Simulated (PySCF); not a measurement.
# Gas-phase thermal properties of HfCl4.H2O

Energies from PySCF, thermal terms from the rigid-rotor harmonic-oscillator model, ideal gas at 1 bar. All species are closed-shell singlets. Hf: scalar-relativistic def2 core potential, no spin-orbit coupling. Adducts (HfCl4.H2O) have no counterpoise correction, and HF, PBE, BLYP, B3LYP and PBE0 lack dispersion. HfCl4.H2O: computed as isolated molecules; such fragments, hydroxides, amides, oligomers or adducts are transient or little studied in the gas. The harmonic model lacks anharmonicity and excited electronic states, which grow with temperature; levels with a mode under 35 cm⁻¹ are left out. Soft modes under 120 cm⁻¹ make the harmonic entropy rough for HfCl4.H2O.

```csv
level,point group,σ,ZPE (kJ/mol),S°298 (J/mol/K),Cp298 (J/mol/K),S°1000 (J/mol/K),H1000 − H298 (kJ/mol)
PBE/def2-SVP,Cs,1,74.9,450.3,142.2,637.4,109.9
PBE0/def2-TZVP,Cs,1,77.7,448.0,141.7,634.4,109.6
```
σ: rotational symmetry number. Electronic degeneracy used: 1. Frequencies are unscaled.
